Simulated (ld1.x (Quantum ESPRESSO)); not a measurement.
What one change does to a pseudopotential (P, TM)

| Item | Value |
| --- | --- |
| Element | P (Z = 15) |
| Generator | ld1.x (Quantum ESPRESSO) 7.5 |
| Type | norm-conserving Troullier–Martins (Kleinman–Bylander form) |
| Functional | PBE |
| Relativity | non-relativistic |
| Frozen core | [Ne] |
| Valence charge | 5 |
| Reference configuration | 3s2 3p1 (charge +2) |
| Partial waves | 3s (bound): rc 1.35 bohr; 3p (bound): rc 1.60 bohr |
| Local potential | all-electron potential smoothed inside 1.20 bohr (lloc = -1) |
| Core correction | Bessel-smoothed model core inside 1.10 bohr |

Change: type PAW; waves now 3s (bound): rcut 1.15, rcutus 1.35 bohr; 3s channel at -2.2 Ry: rcut 1.15, rcutus 1.35 bohr; 3p (bound): rcut 1.40, rcutus 1.60 bohr; 3p channel at -1.05 Ry: rcut 1.40, rcutus 1.60 bohr; local potential all-electron potential smoothed inside 1.50 bohr (lloc = -1); augmentation PSQ, radius 1.05 bohr.

Cutoffs: the cutoffs (Ry, on a coarse ladder) from which the occupation-weighted sum of valence levels, in a spherical-Bessel basis at the reference potential, stays within 10 and 1 mRy of its value at 400 Ry; they do not see the model core or the augmentation charge, which bear on the density cutoff. Errors are all-electron minus pseudo energies relative to the spin-unpolarised reference configuration.

**Question.** Predict the effect on cutoff, ghosts and configuration errors.

**Answer.** The potential gets softer (35 Ry and 70 Ry → 18 Ry and 30 Ry); of the 7 tests that both files solve, the error grows in 0 and shrinks in 7 by more than 15 % and 0.3 meV (median size 23.1 → 4.3 meV); the range in which the s phases agree widens (upper end 0.2 → at the end of the scan); the range in which the p phases agree widens (upper end 3.0 → at the end of the scan); neither file shows a bound ghost. Several settings change at once here, so the effects cannot be laid on one of them.

```tsv
quantity	base	changed
cutoff, loose	35 Ry	18 Ry
cutoff, tight	70 Ry	30 Ry
loose cutoff by channel (10 mRy a level)	s 18 Ry, p 8 Ry	s 18 Ry, p 10 Ry
bound ghosts	none	none
error for 3s2 3p3, meV [ΔE -28.90 eV]	+34	-6.6
error for 3s2 3p2, meV [ΔE -19.16 eV]	+13	-3.2
error for 3s2 3p0, meV [ΔE 29.75 eV]	+25	-10
error for 3s1 3p4, meV [ΔE -20.45 eV]	+23	-4.3
error for 3s1 3p3, meV [ΔE -10.13 eV]	+7.1	-1.8
error for 3s0 3p5, meV [ΔE -11.88 eV]	+13	-3.0
error for 3s2 3p3.3, meV [ΔE -30.21 eV]	+39	-6.9
s: phases at 1.75 bohr within 0.05 rad from the reference energy up to (Ry; the scan ends near 5)	0.2	to the end of the scan
p: phases at 1.75 bohr within 0.05 rad from the reference energy up to (Ry; the scan ends near 5)	3.0	to the end of the scan
```
